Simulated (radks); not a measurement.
The numbers below are computed, except where a source is named.
Question: Code: a radial shooting solver on a logarithmic mesh with Libxc functionals. Model: scalar-relativistic Kohn-Sham, r2SCAN, spin-polarised, spherical densities, finite nucleus; open shells are filled with parallel spins first (spin-orbit coupling, left out, can overturn this in heavy ions); meta-GGA in the generalised Kohn-Sham scheme; Fermi nuclear charge, rms radius of each element as measured or else 0.836 A^(1/3) + 0.57 fm. Each species is in its NIST ground configuration. Rank Ir, Hg, Pt, Au, Ta, Os, Hf, W, Re, Lu by Delta-SCF ionisation energy (eV), largest first.

Answer: Hg 10.370, Au 9.548, Pt 9.510, Ir 8.820, Os 8.161, Re 7.269, W 7.155, Ta 7.020, Hf 6.934, Lu 5.281.
